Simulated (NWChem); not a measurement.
A series in which one site is exchanged, each optimised at PBE0/def2-SVP with NWChem, gas phase unless a solvent is named. Pople sets run with spherical d functions. This build's default masses of Se (78.918 u) and Br (79.917 u) are each other's, which moves their modes by up to 0.6 %. Shieldings are non-relativistic GIAO values without spin-orbit effects.

A: C[SiH](F)Br (CH4BrFSi; site = F)
B: Br[SiH](Cl)C (CH$_{4}$BrClSi; site = Cl)
C: C[SiH](Br)Br (CH4Br2Si; site = Br)
D: C[SiH2]Br (CH5BrSi; site = H)

Values for A:

```
Item                                                          Value
------------------------------------------------------------  -----
dipole (D), PBE0/def2-SVP                                      2.23
orbital gap (eV), PBE0/def2-SVP                                9.21
SMD solvation free energy in water, PBE0/def2-SVP (kcal/mol)   -0.6
29Si shift against tetramethylsilane, KT2/pcSseg-1 (ppm)       33.0
29Si shift against tetramethylsilane, B3LYP/6-31G* (ppm)       40.5
```

Task: How do these values change for the other members?

Result: 
```json
[
 {"change from A": "dipole (D), PBE0/def2-SVP", "B": "-0.12", "C": "-0.14", "D": "-0.22"},
 {"change from A": "orbital gap (eV), PBE0/def2-SVP", "B": "-0.50", "C": "-0.95", "D": "-0.71"},
 {"change from A": "SMD solvation free energy in water, PBE0/def2-SVP (kcal/mol)", "B": "+0.1", "C": "-0.4", "D": "+0.9"},
 {"change from A": "29Si shift against tetramethylsilane, KT2/pcSseg-1 (ppm)", "B": "+3.9", "C": "+8.5", "D": "-38.9"},
 {"change from A": "29Si shift against tetramethylsilane, B3LYP/6-31G* (ppm)", "B": "+11.5", "C": "+19.4", "D": "-26.3"}
]
```
